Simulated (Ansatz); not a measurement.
Frontier orbitals of `[OH][GaH][GaH2]`.

```xyz
7

O    -0.269    1.025   -1.709
Ga   -0.558    0.656    0.029
Ga    0.772   -1.260    0.815
H    -0.778    1.768   -2.040
H    -1.597    1.610    0.740
H     2.211   -1.068    1.426
H     0.220   -2.733    0.739
```

Total charge 0; spin multiplicity 1. Correlated methods include outer-core shells of Ga, which these sets cover unevenly. Scalar relativity is left out up to krypton. All single points use the PBE0-D4/def2-TZVP geometry. It is one conformer, not always the lowest. Basis def2-TZVPP, Ansatz 0.2.0.

Orbital energies of one run (eV). Highest occupied ones, from the top: -9.76, -11.33, -11.63, -11.77, -14.27, -15.53, -16.97, -25.09, -25.18, -25.31, -25.40, -25.46, -25.53, -25.56. Empty: -0.02, 0.68, 2.43, 2.90, 3.87, 4.86.

Q: Which functional gave them?
A. ωB97M-V
B. LC-ωPBE
C. revPBE
D. B97M-V

A: B. HOMO energies: LC-ωPBE -9.76, ωB97M-V -9.26, revPBE -6.14, B97M-V -6.52 eV.

LC-ωPBE has ω = 0.4 bohr⁻¹.
